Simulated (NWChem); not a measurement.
C2H4O3Si; SMILES O=C1OC[Si@@H]1O

```xyz
10

O     -1.3456    -1.8187     0.0364
C     -0.4654    -1.0241    -0.0311
O      0.8570    -1.3203     0.2103
C      1.5566    -0.0591     0.1205
Si    -0.0379     0.8310    -0.4279
O     -0.6892     2.0842     0.4328
H      1.9788     0.2141     1.1006
H      2.3772    -0.1338    -0.6095
H     -0.1172     1.2514    -1.8498
H     -0.8337     1.9720     1.3773
```
Atoms are numbered in this order, from 1.

Coordinates come from a PBE0/def2-SVP optimisation.

Q: List the 4 lowest vertical singlet excitations from PBE/6-31+G* (spherical d), TDA (NWChem).

A: 
```csv
state,energy (eV),oscillator strength,leading excitation (squared amplitude)
S1,4.26,0.007,HOMO → LUMO (0.98)
S2,5.43,0.006,HOMO−2 → LUMO (0.74)
S3,5.47,0.002,HOMO → LUMO+1 (0.96)
S4,5.70,0.038,HOMO → LUMO+2 (0.92)
```
